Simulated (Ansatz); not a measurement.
BiF3 (SMILES [F][Bi]([F])[F]), singlet, geometry from GFN2-xTB (such geometries of metal compounds can be far from the true shape) (core potentials on Bi); B3LYP/def2-SVPD (Ansatz, a program for electronic structure).

Ansatz was given this input:
Ansatz 0.2 input:
```yaml
crystal:
  periodic: [false, false, false]
  atoms:
    - {symbol: Bi, position_ang: [0.00283361, -0.00403046, 0.27310711]}
    - {symbol: F, position_ang: [-1.35263607, -1.00980650, -0.84069305]}
    - {symbol: F, position_ang: [-0.22186672, 1.68716206, -0.81262393]}
    - {symbol: F, position_ang: [1.54837061, -0.64018572, -0.86533751]}
basis:
  gaussian:
    orbitals: def2-SVPD
hamiltonian:
  xc: b3lyp
accuracy: high
```

Question: Write the output that Ansatz gives for this input, abridged.

Answer: 
```
Functional definition: B3LYP
2096 factors; integrals over basis functions are off by at most 2.9e-9 eV
mean field evaluation 1: about -13980.8272 eV, gradient 6.9e1 eV
mean field evaluation 2: about -13931.3671 eV, gradient 1.8e2 eV
mean field evaluation 4: about -13989.3617 eV, gradient 2.1e0 eV
mean field evaluation 8: about -13989.4429 eV, gradient 2.1e-1 eV
mean field evaluation 16: about -13989.4430 eV, gradient 5.9e-6 eV
mean field -13989.44299110 eV, -514.1025475379 hartree, gradient 2.3e-8 eV, S^2 0.000000; 0 other end points of the search recorded, 0 dependent functions left out
reference -13989.44302369 eV, -514.1025487357 hartree; 25, 25 occupied and 76, 76 virtual orbitals, 2096 factors
Total energy: -13989.44302369 eV, -514.1025487357 hartree
```
